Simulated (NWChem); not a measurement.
Molecule: SiH₃Cl; SMILES [SiH3]Cl

```xyz
5

Si     0.0000     0.0000    -0.9913
Cl     0.0000     0.0000     1.0764
H      0.9963     0.9963    -1.4734
H     -1.3610     0.3647    -1.4734
H      0.3647    -1.3610    -1.4734
```
Atoms are numbered in this order, from 1.

Results from NWChem. Pople sets run with spherical d functions. All runs use the structure optimised with PBE0/def2-SVP.

Taking B3LYP/aug-cc-pVTZ as the yardstick, which of these has the fewest basis functions while keeping “highest occupied level (eV)” within 0.1 eV of it: B3LYP/STO-3G; B3LYP/6-31+G*; B3LYP/3-21G; B3LYP/def2-SVPD; B3LYP/def2-TZVP; B3LYP/6-311++G**; B3LYP/6-31G*; B3LYP/def2-SVP?

B3LYP/6-31+G* (a larger set in the list lies outside the tolerance).
```csv
level,basis functions,highest occupied level (eV)
B3LYP/STO-3G,21,-6.31
B3LYP/3-21G,32,-8.68
B3LYP/6-31G*,42,-8.67
B3LYP/6-31+G*,50,-8.78
B3LYP/def2-SVP,51,-8.54
B3LYP/def2-SVPD,75,-8.82
B3LYP/6-311++G**,81,-8.80
B3LYP/def2-TZVP,92,-8.78
B3LYP/aug-cc-pVTZ,169,-8.81
```

The yardstick is one finite set, not the basis-set limit.
